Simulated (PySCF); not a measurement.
Be(Me) (CH3Be), SMILES [Be+][CH3], charge +1. The structure is a stationary point at PBE-D3(BJ)/def2-TZVPD. The spin state was assumed, not searched. The isomer is the one that the SMILES or the coordinates give; other isomers of the formula were not compared.

All values below come from PBE-D3(BJ)/def2-TZVPD (PySCF 2.14.0).

Harmonic wavenumbers (cm⁻¹): 650, 650, 879, 1117, 1338, 1338, 2950, 3046, 3046. Rotational constants (GHz): 154.0, 26.90, 26.90; symmetry number 3.

Work out the zero-point energy and the ideal-gas rigid-rotor harmonic-oscillator thermochemistry at 298.15 K and 1 atm.

ZPE = ½ Σ hcν = ½ × 15012 cm⁻¹ = 21.46 kcal/mol. H − E(el) = 24.06 kcal/mol. Entropy in cal/(mol K): translation 35.47, rotation 16.42, vibration 1.00, total 52.89. G − E(el) = 8.29 kcal/mol. Cp = 10.86 cal/(mol K).
